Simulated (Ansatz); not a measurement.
Reaction (substitution at a C–C bond): `CC1(Cl)CB1F` + `COB(O)F` → `COB(F)OC` + `FB1CC1Cl`

Isolated molecules relaxed with PBE0-D4/def2-TZVP in Ansatz; ΔE leaves out vibrations. CCSD(T)/CBS adds triple-zeta CCSD(T) − MP2 to the extrapolated MP2 energy (def2 sets, frozen cores). Functionals use def2-TZVPP. One conformer a species, not always the lowest.

```csv
species,BLYP-D4 energy (Eh)
`CC1(Cl)CB1F`,-702.27161
`COB(O)F`,-315.89988
`COB(F)OC`,-355.19031
`FB1CC1Cl`,-662.95850
```

Question: Work out ΔE.

Answer: ΔE = (-355.19031) + (-662.95850) − (-702.27161) − (-315.89988) = 0.02268 Eh = +59.5 kJ/mol. CCSD(T)/CBS gives +69.6 kJ/mol.

Largest T1 diagnostic among the species: 0.012.

Leaving LDA and LC-ωPBE aside and taking each functional with its dispersion term where it has one, the values, not all of them listed here, spread over 10.6 kJ/mol, from BLYP-D4 to PBE-QIDH. LDA lies +6.6 kJ/mol from PBE without D4. In def2-TZVPP, CCSD(T) changes the Hartree–Fock value by +15.5 kJ/mol (the triples alone add +2.1 kJ/mol) and MP2 by +23.7 kJ/mol. From BLYP to BHLYP (50 % exact exchange), in def2-TZVPP and without D4, ΔE moves by +3.0 kJ/mol.
